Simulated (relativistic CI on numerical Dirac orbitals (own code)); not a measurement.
## Electric-dipole lines of Bi12+

Method of calculation: Dirac-Coulomb-Breit CI, separate exchange-only KLI orbitals for each configuration, QED by a radiative potential, unscaled Slater integrals (own radial code, finite nucleus).

CI space (outside the closed core [Kr] 4d10 4f14): 5s²5p⁶5d³, 5s²5p⁶5d²5f, 5s²5p⁶5d²6s, 5s²5p⁵5d⁴, 5s²5p⁶5d²6p, 5s²5p⁶5d²5g, 5s5p⁶5d⁴, 5s²5p⁶5d6s6p, 5s²5p⁶5d5f6s, 5s²5p⁶5d²6d, 5s²5p⁶5d5f², 5s²5p⁶5f³, 5s²5p⁶5f²6s, 5s²5p⁶5f²6p, 5s²5p⁶5f²5g, 5s²5p⁶5d6s², 5s²5p⁶5f6s², 5s²5p⁶6s²6p, 5s²5p⁶5g6s², 5s²5p⁶5d6p², 5s²5p⁶5f6p², 5s²5p⁶6s6p², 5s²5p⁶6p³, 5s²5p⁶5g6p², 5s²5p⁶5d5f6p, 5s²5p⁶5f6s6p, 5s²5p⁶5f5g6p, 5s²5p⁶5d5g², 5s²5p⁶5f5g², 5s²5p⁶5g²6s, 5s²5p⁶5g²6p, 5s²5p⁶5g³. Double excitations out of closed p, d and f shells are left out; levels of such configurations are missing from the list, as are those of other unlisted configurations, and high levels can miss mixing partners. These lack a partner that the ground configuration has and come out too high: 5s²5p⁶5d²6d.

```
λ vac (Å)                   Lower                      Upper   A (s⁻¹)  log gf  S velocity/length
   148.19     5s²5p⁶5d³ ⁴F5/2 [2]     5s²5p⁵5d⁴ ²F°5/2 [193]  3.02e+10   -0.22               0.56
   150.84     5s²5p⁶5d³ ⁴F7/2 [4]     5s²5p⁵5d⁴ ²F°5/2 [193]  7.90e+10    0.21               0.59
   151.10     5s²5p⁶5d³ ⁴F5/2 [2]   5s²5p⁶5d²5f ⁴P°3/2 [172]  6.69e+10   -0.04               0.62
   151.83     5s²5p⁶5d³ ⁴F3/2 [1]   5s²5p⁶5d²5f ⁴D°1/2 [130]  1.19e+11   -0.08               0.65
   152.85     5s²5p⁶5d³ ²G9/2 [5]     5s²5p⁵5d⁴ ⁴D°7/2 [187]  3.51e+10   -0.01               0.48
   164.06     5s²5p⁶5d³ ⁴F5/2 [2]    5s²5p⁶5d²6p ⁴F°3/2 [90]  3.27e+10   -0.28               0.87
   164.58     5s²5p⁶5d³ ⁴F9/2 [9]   5s²5p⁶5d²6p ⁴D°7/2 [152]  3.24e+10    0.02               0.91
   165.54     5s²5p⁶5d³ ²G7/2 [8]   5s²5p⁶5d²6p ²F°5/2 [140]  4.98e+10    0.09               0.93
   166.67   5s²5p⁶5d³ ²H11/2 [12]   5s²5p⁶5d²6p ²G°9/2 [163]  4.76e+10    0.30               0.79
   167.10     5s²5p⁶5d³ ⁴F7/2 [4]    5s²5p⁶5d²6p ⁴F°5/2 [92]  3.19e+10   -0.10               0.76
   167.86     5s²5p⁶5d³ ²G9/2 [5]    5s²5p⁶5d²6p ²G°7/2 [93]  3.18e+10    0.03               0.84
   172.86     5s²5p⁶5d³ ⁴F7/2 [4]    5s²5p⁶5d²6p ²F°7/2 [74]  2.02e+10   -0.14               0.87
   174.11     5s²5p⁶5d³ ²G9/2 [5]    5s²5p⁶5d²6p ²F°7/2 [74]  2.10e+10   -0.12               0.85
   174.69     5s²5p⁶5d³ ⁴F5/2 [2]    5s²5p⁶5d²6p ⁴F°5/2 [55]  2.65e+10   -0.14               0.84
   175.47     5s²5p⁶5d³ ²G9/2 [5]    5s²5p⁶5d²6p ²G°9/2 [68]  2.44e+10    0.05               0.83
   175.93     5s²5p⁶5d³ ⁴F3/2 [1]    5s²5p⁶5d²6p ⁴F°3/2 [42]  5.29e+10   -0.01               0.81
   472.11  5s²5p⁶5d²6s ⁴F7/2 [23]   5s²5p⁶5d²6p ⁴F°7/2 [139]  6.12e+09    0.21               1.09
   475.79  5s²5p⁶5d²6s ⁴F7/2 [23]   5s²5p⁶5d²6p ⁴G°9/2 [138]  1.10e+10    0.57               0.83
   478.41  5s²5p⁶5d²6s ⁴F5/2 [21]    5s²5p⁶5d²6p ²G°7/2 [93]  8.23e+09    0.35               0.84
   480.28  5s²5p⁶5d²6s ⁴F9/2 [27]  5s²5p⁶5d²6p ⁴G°11/2 [156]  8.46e+09    0.55               0.80
```

Terms are leading LS components. Brackets give the number of a level in order of energy, since labels repeat. The list gives strong lines, with weight on those to low levels, among the lowest 200 of 1964 levels, so that lines to higher ones, which can be the strongest, are missing. Levels whose partners in the same complex of configurations lie outside the list can be far off, and so can their lines. Rates are taken at the computed energies, electric ones in the length gauge. A velocity-to-length ratio far from 1 marks an uncertain rate.

At this charge energies of transitions that change n are usually good to better than 1 %, and those within a shell (Δn = 0) to a few per cent. Terms inside the open d or f shell come out 10 to 20 % too wide with unscaled integrals. Levels and lines within the n = 5 or 6 shells can be off by up to 10 % or somewhat more, and those that change n by about 2 %, since core polarisation is missing.

LS names give the leading component of a level, which can be under half, so a name can repeat, a term be missing and a line seem to break the LS rules.
